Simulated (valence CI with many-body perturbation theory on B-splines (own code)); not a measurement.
# Cs³⁺: electric-dipole lines

Computed by relativistic CI+MBPT: six valence electrons over a frozen Dirac-Fock core [Kr] 4d10, a basis of 9 s, 9 p, 8 d, 6 f, 3 g, 1 h functions for each j, with the one-electron correlation potential Σ1 (screened to all orders), the two-electron term Σ2, the three-electron term Σ3, Breit, model QED; selected single and double excitations, second order for the rest, scaled by the run's own slope (own B-spline code, finite nucleus).

Against 24 measured levels this calculation errs by 228 cm⁻¹ on average and by 482 at most. These come from a selection out of Gamrath, thesis, University of Mons (2023). Levels without a partner in it may be off by more. Among the levels kept, up to 1000 cm⁻¹ of a level comes from second order outside the variational space, and about a tenth of that is noise between levels of different J, which matters for small intervals. 1 measured level below the end of the list, from 152832 cm⁻¹ on, found no clear computed partner, and computed levels of the same name lie up to 1444 cm⁻¹ from them.

Lines 1 to 50 of 62 in falling wavelength, among levels below 21.235 eV, chosen from the strongest by gf and those to the six lowest levels. Wavelengths and rates use the calculated energies, so an error of 200 cm⁻¹ moves a line at 1290 Å by 0.26 % and its rate by three times that or more. Electric multipoles are in the length gauge, E1 and E2 with the static RPA response of the core. Weak lines are less certain than strong ones. Lines between different terms over intervals too small for the method are left out, as are lines whose strength nearly cancels. The highest levels of a list are the least certain.

Names give the largest LS component (configuration and term), which can be under half, so a name can repeat, a term be missing and a line seem to break the LS rules; names also repeat where a configuration has a term twice. Letters in brackets count levels of one name in rising energy.

```tsv
λ vac (Å)	λ from measured levels	Upper	Lower	A (s⁻¹)	S (a.u.)
1290	1283	5s 5p5 3P°_1	5s2 5p4 1S_0	4.21e+06	1.34e-02
1074	1068	5s2 5p3 5d 5D°_1	5s2 5p4 1S_0	1.03e+06	1.90e-03
1074	1069	5s 5p5 3P°_2	5s2 5p4 1D_2	2.41e+07	7.36e-02
1022	1019	5s2 5p3 5d 1P°_1	5s2 5p4 1S_0	1.58e+07	2.50e-02
999.2	995.1	5s 5p5 3P°_1	5s2 5p4 1D_2	2.24e+07	3.31e-02
989.6	986.1	5s 5p5 3P°_2	5s2 5p4 3P_1	6.99e+07	1.67e-01
952.6	949.1	5s2 5p3 5d 3D°_1 [a]	5s2 5p4 1S_0	3.57e+05	4.57e-04
925.9	923.0	5s 5p5 3P°_1	5s2 5p4 3P_1	5.63e+07	6.62e-02
900.5	896.9	5s 5p5 3P°_1	5s2 5p4 3P_0	7.43e+07	8.04e-02
878.0	874.8	5s 5p5 3P°_2	5s2 5p4 3P_2	1.77e+08	2.96e-01
871.4	868.2	5s 5p5 3P°_0	5s2 5p4 3P_1	2.19e+08	7.16e-02
870.9	867.9	5s2 5p3 5d 5D°_3	5s2 5p4 1D_2	3.59e+05	8.19e-04
869.6	866.6	5s2 5p3 5d 5D°_2	5s2 5p4 1D_2	2.44e+06	3.96e-03
864.3	861.2	5s2 5p3 5d 5D°_1	5s2 5p4 1D_2	1.07e+05	1.03e-04
839.6	839.3	5s2 5p3 5d 3D°_1 [b]	5s2 5p4 1S_0	1.10e+07	9.67e-03
830.3	828.9	5s2 5p3 5d 1P°_1	5s2 5p4 1D_2	2.38e+08	2.01e-01
827.5	824.8	5s 5p5 3P°_1	5s2 5p4 3P_2	1.70e+08	1.42e-01
825.7	823.6	5s2 5p3 5d 3D°_2 [a]	5s2 5p4 1D_2	2.73e+06	3.80e-03
810.5	808.3	5s2 5p3 5d 5D°_0	5s2 5p4 3P_1	1.37e+08	3.60e-02
808.9	806.7	5s2 5p3 5d 5D°_1	5s2 5p4 3P_1	4.62e+07	3.62e-02
804.5	804.7	5s2 5p3 6s 3S°_1	5s2 5p4 1S_0	7.23e+05	5.57e-04
789.9	787.8	5s2 5p3 5d 3D°_3	5s2 5p4 1D_2	2.71e+05	4.62e-04
789.5	786.7	5s2 5p3 5d 5D°_1	5s2 5p4 3P_0	1.52e+07	1.11e-02
783.9	781.9	5s2 5p3 5d 3D°_1 [a]	5s2 5p4 1D_2	1.41e+06	1.01e-03
779.0	778.2	5s2 5p3 5d 1P°_1	5s2 5p4 3P_1	2.28e+06	1.60e-03
775.0	773.6	5s2 5p3 5d 3D°_2 [a]	5s2 5p4 3P_1	3.85e+06	4.42e-03
769.9	767.9	5s2 5p3 5d 3F°_2	5s2 5p4 1D_2	2.08e+04	2.34e-05
761.0	759.6	5s2 5p3 5d 1P°_1	5s2 5p4 3P_0	2.42e+07	1.58e-02
759.3	757.4	5s2 5p3 5d 3F°_3	5s2 5p4 1D_2	1.44e+07	2.18e-02
745.4	744.6	5s2 5p3 5d 3G°_3	5s2 5p4 1D_2	5.63e+07	8.06e-02
738.1	736.7	5s2 5p3 5d 3D°_1 [a]	5s2 5p4 3P_1	5.73e+07	3.41e-02
737.5	735.4	5s2 5p3 5d 5D°_3	5s2 5p4 3P_2	8.83e+07	1.22e-01
736.6	734.5	5s2 5p3 5d 5D°_2	5s2 5p4 3P_2	1.09e+08	1.08e-01
732.8	730.6	5s2 5p3 5d 5D°_1	5s2 5p4 3P_2	1.52e+08	8.83e-02
725.6	724.2	5s2 5p3 5d 3F°_2	5s2 5p4 3P_1	7.78e+06	7.33e-03
721.9	720.0	5s2 5p3 5d 3D°_1 [a]	5s2 5p4 3P_0	1.16e+08	6.45e-02
721.8		5s2 5p3 5d 1S°_0	5s2 5p4 3P_1	1.03e+06	1.91e-04
708.2	707.2	5s2 5p3 5d 1P°_1	5s2 5p4 3P_2	1.93e+07	1.01e-02
705.7	705.9	5s2 5p3 5d 3D°_1 [b]	5s2 5p4 1D_2	9.57e+07	4.98e-02
704.8	703.4	5s2 5p3 5d 3D°_2 [a]	5s2 5p4 3P_2	2.85e+08	2.46e-01
696.0	695.1	5s2 5p3 6s 5S°_2	5s2 5p4 1D_2	7.63e+06	6.35e-03
686.8	686.3	5s2 5p3 5d 1D°_2	5s2 5p4 1D_2	1.59e+08	1.27e-01
680.8	681.2	5s2 5p3 6s 3S°_1	5s2 5p4 1D_2	7.35e+07	3.43e-02
678.6	677.1	5s2 5p3 5d 3D°_3	5s2 5p4 3P_2	1.62e+08	1.75e-01
674.1	672.8	5s2 5p3 5d 3D°_1 [a]	5s2 5p4 3P_2	5.27e+07	2.39e-02
668.5	668.2	5s2 5p3 5d 3D°_2 [b]	5s2 5p4 1D_2	2.58e+07	1.90e-02
668.4	668.8	5s2 5p3 5d 3D°_1 [b]	5s2 5p4 3P_1	4.18e+07	1.85e-02
663.7	662.3	5s2 5p3 5d 3F°_2	5s2 5p4 3P_2	1.57e+08	1.14e-01
659.6	659.2	5s2 5p3 6s 5S°_2	5s2 5p4 3P_1	2.21e+07	1.56e-02
655.9	654.6	5s2 5p3 5d 3F°_3	5s2 5p4 3P_2	2.09e+08	2.04e-01
```
